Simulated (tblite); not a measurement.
Compound: C7H9N2 (doublet state).
Geometry (GFN2-xTB, Å), atoms numbered from 1 in this order:
```
atom  x, y, z in Å
C1    -3.0388   -0.0141   -0.5772
N2    -1.9553   -0.5639    0.1990
C3    -0.6338   -0.2398   -0.0772
C4    -0.2711    0.8256   -0.9199
C5     1.0466    1.1008   -1.0892
C6     2.0920    0.4308   -0.4997
N7     3.4269    0.7323   -0.7503
C8     1.7235   -0.6480    0.3141
C9     0.3966   -0.9656    0.5201
H10   -2.9675   -0.2491   -1.6481
H11   -3.9771   -0.4131   -0.1955
H12   -3.0565    1.0701   -0.4589
H13   -2.0793   -1.5371    0.4412
H14   -1.0250    1.3970   -1.4379
H15    4.0721    0.4028   -0.0482
H16    3.5923    1.6890   -1.0244
H17    2.5001   -1.2193    0.8048
H18    0.1455   -1.7920    1.1709
```

Calculated harmonic vibrations of the isolated species, GFN2-xTB (tblite), most abundant isotopes, no scaling. Errors from tens to a few hundred cm⁻¹ against measured bands are possible. One conformer, not necessarily the lowest. Open shells enter through the occupations alone, without spin polarisation, and single modes of such species can be off by tens of per cent.

Harmonic wavenumbers (cm⁻¹): 67.8, 131.9, 183.1, 228.7, 288.8, 319.1, 343.0, 374.1, 398.3, 448.4, 485.9, 566.4, 600.5, 604.4, 667.9, 750.2, 779.8, 795.8, 863.8, 870.1, 988.7, 1029.1, 1085.3, 1100.9, 1138.6, 1160.5, 1210.8, 1247.1, 1299.4, 1329.9, 1390.0, 1413.2, 1424.8, 1478.7, 1488.0, 1499.9, 1506.5, 1517.1, 1639.3, 2882.0, 2996.3, 3024.2, 3045.6, 3064.6, 3084.4, 3413.0, 3438.4, 3490.2.

A = 5144, B = 980.0, C = 829.3 MHz; mass 121.077 u (most abundant isotopes); point group C1, symmetry number 1; spin multiplicity 2.

Zero-point energy?

Half the sum of the wavenumbers: 31577 cm⁻¹ = 90.28 kcal/mol.

What is S at 350 K and 1 bar for an ideal gas of classical rigid rotors and harmonic oscillators?

Translation 41.11, rotation 29.21, vibration 27.22, spin (R ln 2) 1.38: S = 98.9 cal/(mol K).

And Cp and H(350 K) − H(0)?

Cp = 41.59 cal/(mol K), of which vibrations give 33.64 (their classical limit is 48 R = 95.4); H(350 K) − H(0) = 8.28 kcal/mol without the zero-point energy, 5.50 from vibrations.

Which modes carry the vibrational entropy at 350 K?

67.8 cm⁻¹: 4.53; 131.9 cm⁻¹: 3.23; 183.1 cm⁻¹: 2.60; 228.7 cm⁻¹: 2.18; 288.8 cm⁻¹: 1.76; 319.1 cm⁻¹: 1.58 cal/(mol K); the other 42 give 11.34 together.

What must be added to the electronic energy to get the Gibbs energy at 350 K and 1 bar?

ZPE + [H(350 K) − H(0)] − T·S = 90.28 + 8.28 − 34.62 = 63.94 kcal/mol.

How do the functions run with temperature in this model?

| T (K) | S (cal/(mol K)) | Cp (cal/(mol K)) | H − H(0) (kcal/mol) | G − H(0) (kcal/mol) | ln q(vib) |
| --- | --- | --- | --- | --- | --- |
| 50 | 57.5 | 10.6 | 0.44 | -2.43 | 0.18 |
| 100 | 66.2 | 15.4 | 1.09 | -5.54 | 0.79 |
| 298.15 | 92.7 | 36.5 | 6.26 | -21.37 | 4.64 |
| 373.15 | 101.7 | 43.8 | 9.27 | -28.66 | 6.32 |
| 500 | 116.0 | 54.3 | 15.52 | -42.48 | 9.25 |
| 750 | 141.0 | 68.8 | 31.06 | -74.70 | 14.99 |
| 1000 | 162.2 | 78.0 | 49.49 | -112.66 | 20.41 |

q(vib) and H(0) count from the zero-point level.

Blend soft modes into free rotors: weight 1/[1 + (100 cm⁻¹/ν̃)⁴] for the oscillator and the rest for a rotor with moment μB/(μ + B), μ = h/(8π²ν), B = 10⁻⁴⁴ kg m². What vibrational entropy results?

26.17 cal/(mol K) in place of 27.22, which changes −T·S at 350 K by +0.37 kcal/mol.

Hindered rotation and anharmonicity are outside this model. Other conformers, if any are populated, would add a mixing term that is left out. The structure is chiral; the term R ln 2 for an equal mix with its mirror image is left out.

The run took 0.73 s on one thread, Intel Xeon at 2.60 GHz (x86_64), on a shared host. This covers the Hessian and the dipole derivatives.
